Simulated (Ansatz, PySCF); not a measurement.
System: bromo(fluoro)methane, CH2BrF (charge 0, singlet). 
Structure (B3LYP-D3(BJ)/def2-TZVP (Ansatz, a program for electronic structure) minimum search):
SMILES: FCBr
```xyz
5

F     -1.8086     0.8720    -0.1203
C     -1.1928    -0.3299     0.0514
Br     0.7524    -0.1183     0.0147
H     -1.4463    -0.7339     1.0269
H     -1.4520    -0.9932    -0.7682
```
Charge 0, spin multiplicity 1.

Property: vertical triplet-singlet gap (E(triplet) - E(singlet); each state is the SCF solution reached for its spin), in eV. Valence correlation only, unless marked. Open shells are spin-unrestricted. No spin-orbit coupling. The frozen core is the preceding noble-gas configuration, with the filled d and f shells of earlier blocks. Non-relativistic. Basis-set limits of correlation are two-point, X^-3; Hartree-Fock from the larger set.

| level | program | vertical triplet-singlet gap (eV) |
|---|---|---|
| HF/aug-cc-pVDZ | Ansatz | 5.36 |
| HF/aug-cc-pVQZ | Ansatz | 5.27 |
| SVWN5/def2-TZVPD | Ansatz | 5.49 |
| r2SCAN/def2-TZVPD | Ansatz | 5.48 |
| PBE0/def2-TZVPD | Ansatz | 5.53 |
| BHLYP/def2-TZVPD | Ansatz | 5.58 |
| M06-2X/def2-TZVPD | PySCF | 5.66 |
| wB97M-V/def2-TZVPD | Ansatz | 5.71 |
| wB97X-V/def2-TZVPD | Ansatz | 5.75 |
| B2PLYP/def2-TZVPD | Ansatz | 5.66 |
| MP2/aug-cc-pVDZ | Ansatz | 5.90 |
| RI-MP2/aug-cc-pVTZ | Ansatz | 5.85 |
| RI-MP2/CBS(aug-cc-pVTZ,aug-cc-pVQZ) | Ansatz | 5.90 |
| CCSD/aug-cc-pVDZ | Ansatz | 5.74 |
